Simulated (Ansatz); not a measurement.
`[CH3][GeH][C]#N`, charge 0, multiplicity 2.

Give a relaxed structure at PBE0-D4/def2-TZVP (the Gaussian-basis code of Ansatz). (Estimate.)

Computed: 
Cartesian coordinates in Å:
```
C -0.8864 0.4464 0.7381
Ge 0.9259 -0.1313 0.3081
C 1.0934 -0.2334 -1.6044
N 1.2365 -0.2180 -2.7498
H -1.0048 0.5174 1.8188
H -1.0823 1.4181 0.2870
H -1.5959 -0.2832 0.3423
H 1.3136 -1.5160 0.8599
```
